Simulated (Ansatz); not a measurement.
Name a neutral molecule of Ge, O, Se and H with LUMO energy (ωB97M-V/def2-TZVPP) between 1.60 and 1.90 eV and HOMO energy (B3LYP/def2-TZVPP) between -7.10 and -6.80 eV (Ansatz, PBE0-D4/def2-TZVP geometry).

`[OH][GeH2][SeH]` (1.66 eV, -6.98 eV). Other molecules can fit too; these were computed, each in one conformer that needn't be the lowest.

B3LYP here is the variant with VWN-RPA as its local correlation; programs differ in this.
